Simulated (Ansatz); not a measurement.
Reaction (redistribution): `CS[SiH](O)F` + `NB(O)F` → `N[SiH](O)F` + `CSB(O)F`

Computed with Ansatz on PBE0-D4/def2-TZVP structures; ΔE is electronic, products minus reactants. CCSD(T)/CBS is the MP2 limit (def2-TZVPP, def2-QZVPP) plus CCSD(T) − MP2 in def2-TZVPP, frozen cores. This one scheme is used for every species. DFT in def2-TZVPP. One conformer a species, not always the lowest.

`CS[SiH](O)F`:

```xyz
10

C    -1.075    1.434    0.326
S    -1.172   -0.237   -0.389
Si    0.872   -0.763   -0.340
O     1.015   -2.359   -0.613
F     1.451   -0.352    1.092
H    -2.097    1.805    0.381
H    -0.493    2.099   -0.311
H    -0.648    1.403    1.327
H     1.715   -0.074   -1.333
H     0.434   -2.957   -0.140
```

`NB(O)F`:

Cartesian coordinates in Å:
```
N -0.051 -0.889 0.287
B -0.039 0.278 -0.498
O 0.151 1.546 -0.035
F -0.228 0.157 -1.816
H -0.197 -1.791 -0.129
H 0.080 -0.910 1.281
H 0.284 1.610 0.911
```

`N[SiH](O)F`:

```xyz
8

N    -0.927    0.631    0.387
Si    0.215   -0.292   -0.468
O     1.648   -0.297    0.305
F    -0.439   -1.745   -0.556
H    -1.910    0.433    0.305
H    -0.757    1.595    0.620
H     0.542    0.114   -1.847
H     1.629   -0.439    1.254
```

`CSB(O)F`:

Z-matrix (Å, degrees):
```
C
S 1 1.810
H 1 1.088 2 110.7
H 1 1.089 2 106.7 3 119.0
H 1 1.088 2 110.7 3 -122.0
B 2 1.799 1 101.1 3 60.6
F 6 1.336 2 117.9 1 -180.0
O 6 1.354 2 122.0 1 -0.0
H 8 0.962 6 112.6 2 180.0
```

(1) Is it downhill or uphill in electronic energy at CCSD(T)/CBS, and by how much? (An estimate is asked.)

(2) What do these levels give: PBE-D4, r2SCAN-D4, PBE0-D4, ωB97X-V, r2SCAN, SCS-MP2/def2-TZVPP, CCSD/def2-TZVPP, CCSD(T)/def2-TZVPP, HF/def2-QZVPP, MP2/def2-QZVPP, MP2/CBS(def2), CCSD/CBS(def2)? (Best estimate.)

Largest T1 diagnostic among the species: 0.012.

Answers

(1) The calculation gave: Uphill: ΔE = +23.1 kJ/mol.

(2) Computed: PBE-D4 27.1, r2SCAN-D4 24.6, PBE0-D4 27.7, ωB97X-V 23.4, r2SCAN 24.4, SCS-MP2/def2-TZVPP 20.6, CCSD/def2-TZVPP 21.6, CCSD(T)/def2-TZVPP 21.0, HF/def2-QZVPP 25.3, MP2/def2-QZVPP 22.0, MP2/CBS(def2) 22.9, CCSD/CBS(def2) 23.7 kJ/mol.

In def2-TZVPP, CCSD(T) changes the Hartree–Fock value by −4.5 kJ/mol (the triples alone add −0.6 kJ/mol) and MP2 by −4.7 kJ/mol.
